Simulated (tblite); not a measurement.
A geometry optimisation, step by step.

Species: C₇H₆NOP.
Bonds: C1–C2 (triple), C2–C3, C3–C4 (aromatic), C4–P5 (aromatic), P5–C6 (aromatic), C6–C7 (aromatic), C7–O8, O8–C9, C7–N10 (aromatic), C3–N10 (aromatic). Hydrogens: H11 on C1; H12 on C4; H13 on C6; H14, H15, H16 on C9.

Computed with GFN2-xTB (tblite), gas phase: L-BFGS steps from a force-field or distance-geometry start until the largest atomic force falls under 0.01 eV/Å. 4 of its 42 geometries are shown.

Step 0: E = -746.7534 eV, largest atomic force 3.371 eV/Å
```
atom  x, y, z in Å  |  force x, y, z in eV/Å
C1     -2.331    2.329    1.255   -0.526   1.037   0.599
C2     -1.874    1.383    0.688    0.394  -0.918  -0.453
C3     -1.294    0.236    0.037    0.088   0.242   0.001
C4     -2.161   -0.645   -0.612    1.359  -1.725  -0.809
P5     -1.532   -2.147   -1.478    1.698   2.429   1.607
C6      0.262   -1.894   -1.170   -2.494   0.239  -0.047
C7      0.750   -0.804   -0.446    0.377   0.505   0.463
O8      2.143   -0.798   -0.311   -1.633   0.610   0.192
C9      2.638    0.305    0.427    0.165   0.277  -0.133
N10     0.048    0.205    0.137    0.207  -1.714  -1.101
H11    -2.749    3.180    1.752    0.280  -0.578  -0.347
H12    -3.237   -0.496   -0.597    0.328   0.048   0.016
H13     0.951   -2.627   -1.558   -0.033   0.095   0.039
H14     2.264    0.295    1.454   -0.235   0.091  -0.094
H15     2.393    1.264   -0.068   -0.086  -0.410   0.273
H16     3.720    0.220    0.480    0.111  -0.228  -0.206
```

Step 14: E = -747.2416 eV, largest atomic force 0.034 eV/Å
```
atom  x, y, z in Å  |  force x, y, z in eV/Å
C1     -2.329    2.314    1.243   -0.011   0.000  -0.001
C2     -1.861    1.360    0.684    0.015  -0.005   0.002
C3     -1.269    0.241    0.035    0.012   0.004  -0.005
C4     -2.085   -0.675   -0.612    0.001   0.004   0.007
P5     -1.480   -2.079   -1.436    0.000   0.006   0.002
C6      0.206   -1.866   -1.153    0.001  -0.004  -0.005
C7      0.740   -0.794   -0.435   -0.015   0.004   0.006
O8      2.079   -0.773   -0.302   -0.022   0.007  -0.002
C9      2.622    0.310    0.428    0.008  -0.008   0.000
N10     0.059    0.188    0.120    0.012   0.025   0.019
H11    -2.744    3.146    1.730   -0.019  -0.006  -0.007
H12    -3.154   -0.508   -0.603   -0.009   0.005   0.003
H13     0.902   -2.592   -1.544    0.013  -0.013  -0.007
H14     2.236    0.320    1.450   -0.002  -0.008  -0.006
H15     2.371    1.262   -0.045    0.003  -0.020  -0.006
H16     3.698    0.155    0.429    0.012   0.009   0.000
```

Step 27: E = -747.2432 eV, largest atomic force 0.034 eV/Å
```
atom  x, y, z in Å  |  force x, y, z in eV/Å
C1     -2.363    2.309    1.236    0.001  -0.009  -0.006
C2     -1.854    1.368    0.692    0.012   0.008   0.004
C3     -1.254    0.252    0.045   -0.003  -0.009  -0.004
C4     -2.076   -0.659   -0.601   -0.009  -0.007  -0.006
P5     -1.484   -2.064   -1.431    0.023  -0.012  -0.005
C6      0.204   -1.863   -1.152    0.010   0.003   0.005
C7      0.746   -0.795   -0.432   -0.007   0.005  -0.003
O8      2.085   -0.785   -0.305   -0.012   0.007  -0.008
C9      2.633    0.299    0.421   -0.012  -0.012   0.008
N10     0.074    0.193    0.127   -0.005  -0.006  -0.001
H11    -2.808    3.132    1.713   -0.008   0.001   0.000
H12    -3.144   -0.488   -0.589   -0.009   0.015   0.008
H13     0.898   -2.591   -1.547   -0.015   0.005   0.001
H14     2.246    0.308    1.442    0.012   0.011   0.018
H15     2.377    1.248   -0.055    0.033  -0.007   0.004
H16     3.710    0.145    0.424   -0.012   0.008  -0.017
```

Step 41: E = -747.2439 eV, largest atomic force 0.009 eV/Å
```
atom  x, y, z in Å  |  force x, y, z in eV/Å
C1     -2.385    2.304    1.231   -0.005   0.004   0.001
C2     -1.856    1.370    0.693   -0.005   0.003  -0.001
C3     -1.253    0.255    0.048    0.000   0.000   0.004
C4     -2.077   -0.654   -0.598    0.004   0.000  -0.002
P5     -1.486   -2.060   -1.427   -0.001  -0.002  -0.003
C6      0.202   -1.857   -1.149    0.001  -0.006   0.000
C7      0.745   -0.791   -0.429   -0.002   0.000  -0.005
O8      2.085   -0.785   -0.305   -0.002   0.009   0.001
C9      2.646    0.292    0.419    0.003   0.005   0.007
N10     0.075    0.196    0.131    0.000   0.000   0.000
H11    -2.843    3.122    1.702   -0.001   0.007   0.005
H12    -3.145   -0.477   -0.584    0.005  -0.004  -0.001
H13     0.894   -2.586   -1.545    0.001  -0.004  -0.002
H14     2.268    0.307    1.444   -0.003  -0.005   0.007
H15     2.401    1.246   -0.054    0.000  -0.003  -0.008
H16     3.721    0.128    0.413    0.005  -0.004  -0.005
```

Task: Summarise the path.

Result: The energy falls by 11.31 kcal/mol from step 0 to step 41; nine tenths of that is first reached at step 4. It rises by more than 0.2 meV at step 2. The largest force goes from 3.371 to 0.009 eV/Å. Among the bonds P5–C6 changes most, from 1.837 to 1.722 Å; the atoms move by 0.070 Å rms after alignment.

Task: Follow the three bonds and two angles with the largest change from start to end.

Result: 
```csv
step,E above end (kcal/mol),largest force (eV/Å),P5–C6 (Å),C4–P5 (Å),C7–O8 (Å),C4–C3–N10 (°),H14–C9–H16 (°)
0,11.31,3.371,1.837,1.844,1.399,129.7,107.2
2,6.33,5.571,1.691,1.708,1.337,124.7,108.1
4,1.02,0.377,1.731,1.746,1.354,126.1,108.5
5,0.57,0.345,1.726,1.740,1.351,125.7,109.3
7,0.13,0.205,1.723,1.735,1.348,125.9,110.3
9,0.07,0.053,1.723,1.736,1.346,126.3,110.5
11,0.06,0.036,1.722,1.737,1.346,126.3,110.4
12,0.06,0.040,1.722,1.737,1.346,126.3,110.4
14,0.05,0.034,1.723,1.737,1.346,126.2,110.5
16,0.05,0.025,1.723,1.737,1.346,126.2,110.5
18,0.04,0.029,1.723,1.737,1.345,126.2,110.6
20,0.04,0.051,1.722,1.738,1.345,126.3,110.6
21,0.03,0.039,1.722,1.737,1.345,126.2,110.6
23,0.03,0.025,1.722,1.737,1.345,126.2,110.6
25,0.02,0.037,1.723,1.736,1.346,126.1,110.6
27,0.02,0.034,1.723,1.736,1.346,126.2,110.5
29,0.01,0.025,1.722,1.736,1.345,126.2,110.5
30,0.01,0.020,1.722,1.736,1.345,126.2,110.5
32,0.01,0.015,1.723,1.736,1.346,126.2,110.5
34,0.01,0.015,1.723,1.736,1.346,126.2,110.6
36,0.00,0.013,1.723,1.736,1.346,126.3,110.6
37,0.00,0.013,1.723,1.736,1.346,126.3,110.6
39,0.00,0.016,1.722,1.736,1.345,126.3,110.5
41,0.00,0.009,1.722,1.736,1.346,126.3,110.4
```

What follows is the cost of the whole relaxation. Time: 0.31 s of wall time. Hardware: one thread of an Arm Neoverse V1, no GPU, on a shared host.
